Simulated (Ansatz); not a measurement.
A made-up structure of CH$_{4}$SiZn, singlet:

| atom | x (Å) | y (Å) | z (Å) |
| --- | --- | --- | --- |
| Si1 | -1.0146 | 0.5368 | -0.6611 |
| C2 | 0.2655 | 0.4642 | 0.4554 |
| Zn3 | 1.3415 | -1.0903 | 0.6968 |
| H4 | -1.3679 | -0.6197 | -1.5173 |
| H5 | -1.8920 | 1.7090 | -0.9036 |
| H6 | -0.0971 | -0.5209 | -0.4247 |
| H7 | 2.2001 | -2.3528 | 0.8787 |

It is relaxed with PBE-D4/def2-SVP and then PBE0-D4/def2-TZVP (Ansatz 0.2.0). Atoms count as bonded within 1.22 times the sum of their covalent radii (H–H: 0.88 Å). The end point is not checked to be a true minimum.

Task: Does its bonding change? (Judge from chemistry; the calculation decides.)

Result: By the calculation: Yes. Formed: C2–H6; broken: Si1–H6.

Where it ends: The first stage lowers the energy by 3.03 eV in 14 steps. It ends as CH₄SiZn ([SiH2][CH][ZnH]):
| atom | x (Å) | y (Å) | z (Å) |
| --- | --- | --- | --- |
| Si1 | -1.0567 | 0.4449 | -0.7548 |
| C2 | -0.0455 | -0.9001 | -0.5110 |
| Zn3 | 1.3485 | -0.9288 | 0.7884 |
| H4 | -2.1574 | 0.5376 | -1.7462 |
| H5 | -0.9084 | 1.6853 | 0.0419 |
| H6 | -0.2144 | -1.7764 | -1.1346 |
| H7 | 2.4694 | -0.9362 | 1.8407 |

Labels in which every atom is bracketed show which atoms are joined, not bond orders.

For scale, one of the runs: PBE0-D4/def2-TZVP relaxation, 140 basis functions, launched by `ansatz run in.yaml --threads 2 --pin off --events-out ev --progress --plain --max-ram 4352MiB`. Hardware: 2 CPU threads of an Intel Xeon Platinum 8488C, shared host. Wall time about 18 s.
